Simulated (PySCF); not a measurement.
## A small calculation by hand: entropy of an ideal gas

Ti(OH)4 (H4O4Ti), SMILES [OH][Ti]([OH])([OH])[OH], multiplicity 1.

Coordinates come from a B3LYP-D3(BJ)/def2-SVP optimisation. The multiplicity is an assumed one; other spin states were not compared. The isomer is the one that the SMILES or the coordinates give; other isomers of the formula were not compared. The values are those of a single conformer.

PySCF with B3LYP-D3(BJ)/def2-SVP gives the harmonic wavenumbers 158, 173, 173, 182, 229, 234, 260, 260, 308, 469, 469, 483, 492, 722, 780, 801, 801, 3874, 3874, 3874, 3882 cm⁻¹ and the rotational temperatures 0.1580, 0.1580, 0.1537 K. The molar mass is 115.89 g/mol, the symmetry number 2.0, the spin multiplicity 1.

**Question.** Work out the entropy at 298.15 K and 1 atm in the rigid-rotor, harmonic-oscillator model.

**Answer.** 
Translation (Sackur–Tetrode at 1 atm): S = R[1.5 ln M + 2.5 ln T − 1.16487] = 168.0 J/(mol K).
Rotation: q = (√π/σ) T^1.5/√(θA θB θC) = 73700, S = R[ln q + 3/2] = 105.7 J/(mol K).
Vibration: with u = 1.4388 ν/T, each mode gives R[u/(e^u − 1) − ln(1 − e^−u)]:
```json
[
 {"ν (cm⁻¹)": "158", "modes": "1", "u": "0.76", "S (J/(mol K))": "10.77"},
 {"ν (cm⁻¹)": "173", "modes": "2", "u": "0.83", "S (J/(mol K))": "20.11"},
 {"ν (cm⁻¹)": "182", "modes": "1", "u": "0.88", "S (J/(mol K))": "9.66"},
 {"ν (cm⁻¹)": "229", "modes": "1", "u": "1.11", "S (J/(mol K))": "7.89"},
 {"ν (cm⁻¹)": "234", "modes": "1", "u": "1.13", "S (J/(mol K))": "7.73"},
 {"ν (cm⁻¹)": "260", "modes": "2", "u": "1.25", "S (J/(mol K))": "13.91"},
 {"ν (cm⁻¹)": "308", "modes": "1", "u": "1.49", "S (J/(mol K))": "5.74"},
 {"ν (cm⁻¹)": "469", "modes": "2", "u": "2.26", "S (J/(mol K))": "6.20"},
 {"ν (cm⁻¹)": "483", "modes": "1", "u": "2.33", "S (J/(mol K))": "2.94"},
 {"ν (cm⁻¹)": "492", "modes": "1", "u": "2.37", "S (J/(mol K))": "2.84"},
 {"ν (cm⁻¹)": "722", "modes": "1", "u": "3.48", "S (J/(mol K))": "1.18"},
 {"ν (cm⁻¹)": "780", "modes": "1", "u": "3.76", "S (J/(mol K))": "0.94"},
 {"ν (cm⁻¹)": "801", "modes": "2", "u": "3.87", "S (J/(mol K))": "1.73"}
]
```
The stiffer modes add less than 0.005 each. Sum 91.6 J/(mol K).
Spin: R ln 1 = 0.0 J/(mol K).
Total 365.3 J/(mol K); the program's own thermochemistry gives 365.3. Translation makes up 46 % and vibration 25 %. Anharmonicity, hindered rotation and orbital degeneracy are left out.
